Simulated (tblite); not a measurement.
Start geometry of `FCC(=C=S)[SiH2]C(F)F` from a force field or distance geometry (Å):
```
atom  x, y, z in Å
F1    -1.809   -1.641   -0.898
C2    -1.963   -0.978    0.297
C3    -0.854    0.015    0.536
C4    -1.194    1.272    0.676
S5    -1.619    2.811    0.904
Si6    0.904   -0.542    0.584
C7     2.073    0.684   -0.167
F8     1.598    1.976    0.049
F9     3.326    0.565    0.440
H10   -2.916   -0.444    0.279
H11   -1.986   -1.681    1.165
H12    0.944   -1.875   -0.052
H13    1.349   -0.744    2.003
H14    2.144    0.582   -1.278
```

Q: What comes out of this run: GFN2-xTB geometry optimisation, gas phase in tblite 0.8.0?

A: 
```
atom  x, y, z in Å
F1    -1.6850   -2.1659   -0.0422
C2    -1.9925   -0.9955    0.6073
C3    -0.9288    0.0343    0.3487
C4    -1.1684    1.2885    0.1115
S5    -1.3456    2.8093   -0.1525
Si6    0.8315   -0.6634    0.3222
C7     2.0162    0.8542    0.1235
F8     1.9740    1.6403    1.2351
F9     3.3023    0.4182    0.0210
H10   -2.9735   -0.6747    0.2452
H11   -2.0467   -1.2435    1.6738
H12    1.0495   -1.5330   -0.8323
H13    1.1321   -1.2805    1.6144
H14    1.8341    1.5113   -0.7380
```

The energy falls by 10.7 kcal/mol over 131 L-BFGS steps, the largest force on an atom goes from 2.87 to 0.009 eV/Å, and the atoms move by 0.742 Å rms after alignment. The bond that changes most is Si6–C7 (SiH2 silicon to CHF2 carbon), which lengthens by 0.082 Å. Bonds longer at the end by more than 0.005 Å: 2 of 13; shorter: 8. Among the angles that change most is H12–Si6–H13, from 106.1° to 114.6°. Among the dihedrals that turn most is C4–C3–Si6–H12, from -161° to -110°. Rotational constants go from 1172, 830.6, 523.5 to 1147, 847.1, 519.1 MHz. The orientation of the end geometry is arbitrary; only internal coordinates are fixed.

Its lowest GFN2-xTB frequency is 11 cm⁻¹, too small to tell a flat minimum from a shallow saddle. One conformer, not necessarily the lowest. 3 starts were optimised and ended at 0.00, 0.29 and 3.67 kcal/mol (GFN2-xTB); the lowest of these is shown.

All values are computed, not measured.
